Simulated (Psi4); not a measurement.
A dimer, H2 ··· H6B3N3 (SMILES [H][H] and B1NBNBN1); the first 2 atoms form monomer A.

```
14

H      0.3719     0.0000     0.0000
H     -0.3719     0.0000     0.0000
B      2.9279    -0.9797     1.0755
N      2.9274     0.4211     1.3505
B      2.9290     1.4137     0.3245
N      2.9302     0.9515    -1.0262
B      2.9307    -0.4334    -1.3727
N      2.9294    -1.3722    -0.2971
H      2.9273    -1.7864     1.9537
H      2.9268     0.7226     2.3111
H      2.9296     2.5776     0.5842
H      2.9316     1.6327    -1.7675
H      2.9324    -0.7904    -2.5104
H      2.9299    -2.3548    -0.5163
```

Problem. What interaction energy does SAPT0/jun-cc-pVDZ, frozen core run with Psi4 1.11 give, and which attractive term is the largest?

Solution. Total -0.01 kJ/mol: electrostatics -3.47, exchange 10.47, induction -1.12, dispersion -5.89. The most attractive term is dispersion.
